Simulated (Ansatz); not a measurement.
Reaction (redistribution): `C#CO[CH2][AlH][CH3]` + `[OH][Ga]([Cl])[Cl]` → `C#CO[CH2][AlH][OH]` + `[CH3][Ga]([Cl])[Cl]`

Gas-phase electronic energies from Ansatz, PBE0-D4/def2-TZVP geometries. CCSD(T)/CBS adds triple-zeta CCSD(T) − MP2 to the extrapolated MP2 energy (def2 sets, frozen cores). Functionals use def2-TZVPP. For Ga outer-core shells are correlated without core-valence functions, which leaves a few kJ/mol of doubt a bond. Scalar relativity is left out up to krypton. One conformer a species, not always the lowest.

```json
{"level": "r2SCAN-D4", "ΔE (eV)": "-0.90"}
{"level": "CCSD/def2-TZVPP", "ΔE (eV)": "-0.90"}
{"level": "CCSD(T)/def2-TZVPP", "ΔE (eV)": "-0.89"}
{"level": "HF/CBS(def2)", "ΔE (eV)": "-0.93"}
```

Task: What does CCSD(T)/CBS give? (Estimate.)

Result: Computed: -0.95 eV. The listed levels differ from it by 0.05, 0.05, 0.06, 0.02 eV.

Largest T1 diagnostic among the species: 0.014.
